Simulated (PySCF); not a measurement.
Broadened absorption spectrum of CH7N3Si

Species: CH₇N₃Si.
SMILES: `[H]/N=C\[SiH](N)N`

Theory: TDDFT PBE0/def2-SVPD, vertical, gas phase, core orbitals frozen in the response in PySCF. Isolated species at its PBE0-D3(BJ)/def2-SVP geometry (one conformer only). Torsions of this conformer, `[H]/[N:1]=[CH:2]\[SiH:3]([NH2:4])[NH2:5]`: N1–C2–Si3–N4 22°, H–N4–Si3–C2 -163°, H–N4–Si3–C2 57°, H–N5–Si3–C2 45°, H–N5–Si3–C2 -102°.

Each state is given a Gaussian of 0.5 eV full width at half maximum, with ε(max) = 2.175×10⁸ f / Δν̃ (Δν̃ the width in cm⁻¹). The width is an assumption, not a result. The curve ends short of the highest state used, and states not computed would add to its high-energy end.

```json
{"λ (nm)": "174.7", "ε (L mol⁻¹ cm⁻¹)": "2503"}
{"λ (nm)": "179.2", "ε (L mol⁻¹ cm⁻¹)": "1976"}
{"λ (nm)": "183.7", "ε (L mol⁻¹ cm⁻¹)": "1993"}
{"λ (nm)": "188.1", "ε (L mol⁻¹ cm⁻¹)": "1722"}
{"λ (nm)": "192.6", "ε (L mol⁻¹ cm⁻¹)": "1571"}
{"λ (nm)": "197.1", "ε (L mol⁻¹ cm⁻¹)": "2142"}
{"λ (nm)": "201.6", "ε (L mol⁻¹ cm⁻¹)": "2948"}
{"λ (nm)": "206.0", "ε (L mol⁻¹ cm⁻¹)": "3134"}
{"λ (nm)": "210.5", "ε (L mol⁻¹ cm⁻¹)": "2553"}
{"λ (nm)": "215.0", "ε (L mol⁻¹ cm⁻¹)": "1693"}
{"λ (nm)": "219.4", "ε (L mol⁻¹ cm⁻¹)": "1005"}
{"λ (nm)": "223.9", "ε (L mol⁻¹ cm⁻¹)": "551"}
{"λ (nm)": "228.4", "ε (L mol⁻¹ cm⁻¹)": "280"}
{"λ (nm)": "232.9", "ε (L mol⁻¹ cm⁻¹)": "127"}
{"λ (nm)": "237.3", "ε (L mol⁻¹ cm⁻¹)": "51"}
{"λ (nm)": "241.8", "ε (L mol⁻¹ cm⁻¹)": "17"}
{"λ (nm)": "246.3", "ε (L mol⁻¹ cm⁻¹)": "5"}
{"λ (nm)": "250.7", "ε (L mol⁻¹ cm⁻¹)": "1"}
{"λ (nm)": "255.2", "ε (L mol⁻¹ cm⁻¹)": "0"}
{"λ (nm)": "259.7", "ε (L mol⁻¹ cm⁻¹)": "0"}
{"λ (nm)": "264.2", "ε (L mol⁻¹ cm⁻¹)": "1"}
{"λ (nm)": "268.6", "ε (L mol⁻¹ cm⁻¹)": "2"}
{"λ (nm)": "273.1", "ε (L mol⁻¹ cm⁻¹)": "3"}
{"λ (nm)": "277.6", "ε (L mol⁻¹ cm⁻¹)": "6"}
{"λ (nm)": "282.0", "ε (L mol⁻¹ cm⁻¹)": "9"}
{"λ (nm)": "286.5", "ε (L mol⁻¹ cm⁻¹)": "14"}
{"λ (nm)": "291.0", "ε (L mol⁻¹ cm⁻¹)": "17"}
{"λ (nm)": "295.5", "ε (L mol⁻¹ cm⁻¹)": "20"}
{"λ (nm)": "299.9", "ε (L mol⁻¹ cm⁻¹)": "21"}
{"λ (nm)": "304.4", "ε (L mol⁻¹ cm⁻¹)": "20"}
{"λ (nm)": "308.9", "ε (L mol⁻¹ cm⁻¹)": "18"}
{"λ (nm)": "313.3", "ε (L mol⁻¹ cm⁻¹)": "15"}
{"λ (nm)": "317.8", "ε (L mol⁻¹ cm⁻¹)": "12"}
{"λ (nm)": "322.3", "ε (L mol⁻¹ cm⁻¹)": "9"}
{"λ (nm)": "326.8", "ε (L mol⁻¹ cm⁻¹)": "6"}
{"λ (nm)": "331.2", "ε (L mol⁻¹ cm⁻¹)": "4"}
{"λ (nm)": "335.7", "ε (L mol⁻¹ cm⁻¹)": "3"}
{"λ (nm)": "340.2", "ε (L mol⁻¹ cm⁻¹)": "2"}
{"λ (nm)": "344.6", "ε (L mol⁻¹ cm⁻¹)": "1"}
{"λ (nm)": "349.1", "ε (L mol⁻¹ cm⁻¹)": "1"}
{"λ (nm)": "353.6", "ε (L mol⁻¹ cm⁻¹)": "0"}
{"λ (nm)": "358.1", "ε (L mol⁻¹ cm⁻¹)": "0"}
{"λ (nm)": "362.5", "ε (L mol⁻¹ cm⁻¹)": "0"}
{"λ (nm)": "367.0", "ε (L mol⁻¹ cm⁻¹)": "0"}
```

Problem. Locate the maxima and give the states behind the curve.

Solution. 300 nm (4.13 eV), ε about 21, made up of S1 (100%); 205 nm (6.05 eV), ε about 3200, made up of S3 (65%) and S4 (32%); 183 nm (6.78 eV), ε about 2000, made up of S5 (34%) and S6 (54%) (hardly more than a shoulder) (ε in L mol⁻¹ cm⁻¹; maxima over ε = 5, shares over 10%). At its high-energy end, 7.10 eV, the curve is still rising (ε about 2500, from S6, S7 and S8). The states used: S1 4.13 eV (f 0.0004); S2 5.67 eV (f 0.0077); S3 6.00 eV (f 0.039); S4 6.18 eV (f 0.022); S5 6.67 eV (f 0.014); S6 6.78 eV (f 0.020); S7 7.19 eV (f 0.020); S8 7.37 eV (f 0.043); S9 7.64 eV (f 0.0008); S10 7.70 eV (f 0.041).

Problem. On this curve, what absorbance would a 10⁻⁴ mol/L sample give at 308 nm over a 1 cm path?

Solution. 308 nm is 4.025 eV, where ε is about 19 L mol⁻¹ cm⁻¹, so A = ε c l ≈ 0.0019 (Beer–Lambert, with the gas-phase spectrum and the assumed width).

Problem. What would ε be at 6.05 eV, the highest of these maxima, with half the width (0.25 eV)?

Solution. About 5010 L mol⁻¹ cm⁻¹ against 3170, a factor of about 1.6; a lone state at its own centre would give exactly 2.

Problem. Does any computed singlet lie in the visible range?

Solution. No computed singlet lies in the visible range (380 to 750 nm); the lowest, at 300 nm, stands 0.87 eV above its violet end (3.26 eV).

All these states lie below the vertical ionisation energy of 8.87 eV (ΔSCF).
